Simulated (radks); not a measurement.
Problem. The mean radii <r> (bohr) of the occupied orbitals of an atom or ion are listed with their occupations. Method: scalar-relativistic Kohn-Sham, r2SCAN, spin-unpolarised, spherical densities, finite nucleus; meta-GGA in the generalised Kohn-Sham scheme; Fermi nuclear charge, rms radius of each element as measured or else 0.836 A^(1/3) + 0.57 fm; computed with a radial shooting solver on a logarithmic mesh with Libxc functionals.

| orbital | occ. | <r> |
|---|---|---|
| 1s | 2 | 0.04409 |
| 2s | 2 | 0.1957 |
| 2p | 6 | 0.1711 |
| 3s | 2 | 0.5724 |
| 3p | 6 | 0.5877 |
| 3d | 10 | 0.6220 |
| 4p | 2 | 1.851 |
| 5s | 2 | 3.681 |

Name the element and its charge.

Solution. Z = 34, selenium, charge +2: Se2+ in [Ar] 3d10 4p2 5s2. The 1s radius gives Z: for a bare nucleus <r> = (2 gamma + 1)/(2Z) with gamma = sqrt(1 - (Z/c)^2), 0.0432 bohr for Z = 34, and screening makes it slightly larger (0.04409 here). The occupations add up to 32, and the charge is Z minus that.
